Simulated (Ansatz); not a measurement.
Consider the ligand exchange at the Si–C bond: `BC(=C)[SiH2]C` + `[CH3][AlH][OH]` → `[CH3][AlH][O][SiH2]C` + `BC=C`.

Calculated with Ansatz (gas phase, PBE0-D4/def2-TZVP geometries, no zero-point term in ΔE). CBS: MP2 limit from def2 TZ/QZ plus the TZ coupled-cluster correction, frozen cores. Functionals use def2-TZVPP. B3LYP here is the variant with VWN-RPA as its local correlation; programs differ in this. One conformer a species, not always the lowest.

`BC(=C)[SiH2]C`:

Z-matrix (Å, degrees):
```
Si
C 1 1.870
C 1 1.871 2 110.9
H 1 1.492 2 110.4 3 120.8
H 1 1.491 2 109.3 3 -120.4
H 2 1.092 1 110.8 3 -61.8
H 2 1.093 1 110.5 3 58.1
H 2 1.092 1 111.0 3 178.0
C 3 1.345 1 120.9 2 119.6
B 3 1.542 1 121.7 2 -59.8
H 9 1.090 3 123.0 1 0.4
H 9 1.089 3 121.1 1 -179.6
H 10 1.199 3 122.0 1 0.3
H 10 1.200 3 119.3 1 -179.8
```

`[CH3][AlH][OH]`:

```xyz
8

C     0.447   -0.953   -0.706
Al   -0.459    0.548    0.127
O     0.121    1.080    1.634
H    -0.231   -1.806   -0.818
H     1.309   -1.283   -0.122
H     0.793   -0.698   -1.712
H    -1.704    1.303   -0.510
H    -0.275    1.810    2.107
```

`[CH3][AlH][O][SiH2]C`:

Z-matrix (Å, degrees):
```
C
Al 1 1.944
H 1 1.096 2 110.3
H 1 1.093 2 112.2 3 -119.3
H 1 1.094 2 111.9 3 118.6
O 2 1.686 1 119.6 3 93.4
H 2 1.582 1 123.8 3 -85.8
Si 6 1.626 2 165.5 1 -1.6
C 8 1.865 6 111.6 2 7.4
H 8 1.490 6 109.1 2 128.5
H 8 1.491 6 109.1 2 -113.6
H 9 1.093 8 111.1 6 60.5
H 9 1.094 8 110.4 6 -179.8
H 9 1.093 8 111.1 6 -60.0
```

`BC=C`:

Cartesian coordinates in Å:
```
B 1.103 0.187 -0.631
C 0.139 -0.211 0.494
C -1.183 -0.063 0.340
H 0.650 0.631 -1.648
H 2.289 0.067 -0.522
H 0.497 -0.619 1.438
H -1.591 0.340 -0.582
H -1.902 -0.331 1.111
```

Q: Is it downhill or uphill in electronic energy at CCSD(T)/CBS, and by how much? (An estimate is asked.)

A: Computed: Downhill: ΔE = -113.7 kJ/mol.

Q: What do these levels give: PBE-D4, ωB97X-V, ωB97M-V, PBE0, B3LYP, HF/def2-TZVPP, SCS-MP2/def2-TZVPP, CCSD(T)/def2-TZVPP, SCS-MP2/def2-QZVPP, HF/CBS(def2), MP2/CBS(def2), CCSD/CBS(def2)? (Best estimate.)

A: Computed: PBE-D4 -99.8, ωB97X-V -114.2, ωB97M-V -113.7, PBE0 -108.6, B3LYP -121.0, HF/def2-TZVPP -140.5, SCS-MP2/def2-TZVPP -117.9, CCSD(T)/def2-TZVPP -113.9, SCS-MP2/def2-QZVPP -118.3, HF/CBS(def2) -142.5, MP2/CBS(def2) -111.9, CCSD/CBS(def2) -118.1 kJ/mol.

Largest T1 diagnostic among the species: 0.011.

From PBE to PBE0 (25 % exact exchange), in def2-TZVPP and without D4, ΔE moves by −6.4 kJ/mol. In def2-TZVPP, CCSD(T) changes the Hartree–Fock value by +26.6 kJ/mol (the triples alone add +4.4 kJ/mol) and MP2 by +28.4 kJ/mol.
